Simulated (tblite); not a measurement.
Species: C5H11FO2Si.
Numbering: `[CH3:1][O:2]/[CH:3]=[C:4](/[CH3:5])[O:6][SiH2:7][CH2:8][F:9]` (hydrogens: H10, H11, H12 on C1; H13 on C3; H14, H15, H16 on C5; H17, H18 on Si7; H19, H20 on C8)

A start from a force field or distance geometry was refined with GFN2-xTB geometry optimisation, gas phase (tblite). Values at the start:

```
coordinate    start
     C1–O2  1.442 Å
    C1–H10  1.108 Å
     O2–C3  1.390 Å
     C3=C4  1.327 Å
    C3–H13  1.073 Å
     C4–C5  1.489 Å
     C4–O6  1.414 Å
    C5–H14  1.131 Å
    O6–Si7  1.753 Å
    Si7–C8  1.848 Å
   Si7–H17  1.478 Å
     C8–F9  1.406 Å
    C8–H19  1.116 Å
  C1–O2–C3   115.0°
  O2–C3–C4   121.9°
  C3–C4–C5   117.1°
  C3–C4–O6   122.1°
 C4–O6–Si7   114.6°
  C5–C4–O6   120.8°
 O6–Si7–C8   111.6°
 Si7–C8–F9   112.5°
```

How do these coordinates change at the GFN2-xTB level?

```
coordinate  GFN2-xTB (Å or °)  change
    O6–Si7              1.632  -0.121
    Si7–C8              1.915  +0.067
     C4–O6              1.352  -0.062
    C5–H14              1.085  -0.046
     C1–O2              1.409  -0.033
    C8–H19              1.092  -0.024
     C8–F9              1.383  -0.023
    C1–H10              1.088  -0.020
     O2–C3              1.375  -0.015
   Si7–H17              1.464  -0.014
    C3–H13              1.081  +0.008
     C4–C5              1.496  +0.007
     C3=C4              1.329  +0.002
 C4–O6–Si7              128.3   +13.7
 O6–Si7–C8               98.3   -13.3
  C3–C4–C5              124.2    +7.1
  C5–C4–O6              114.3    -6.5
 Si7–C8–F9              109.3    -3.2
  O2–C3–C4              120.0    -1.9
  C3–C4–O6              121.4    -0.7
  C1–O2–C3              115.0     0.0
```

The energy falls by 26.9 kcal/mol over 208 L-BFGS steps, the largest force on an atom goes from 3.31 to 0.008 eV/Å, and the atoms move by 1.172 Å rms after alignment. The bond that changes most is O6–Si7 (silyl ether oxygen to oxygen-bound silicon), which shortens by 0.121 Å. Bonds longer at the end by more than 0.005 Å: 4 of 19; shorter: 13. Among the dihedrals that turn most is O6–Si7–C8–H20, from -104° to 62°. Rotational constants go from 2184, 647.0, 577.0 to 1916, 789.4, 574.6 MHz.

Hardware: Arm Neoverse V2, one thread, shared host. Cost: 1.4 s of wall time.

Its GFN2-xTB frequencies are all real (lowest 51 cm⁻¹). The numbers are those of one conformer. 3 starts were optimised and ended at 0.00, 1.18 and 2.23 kcal/mol (GFN2-xTB); the lowest of these is shown.

The numbers are calculated, not measured.
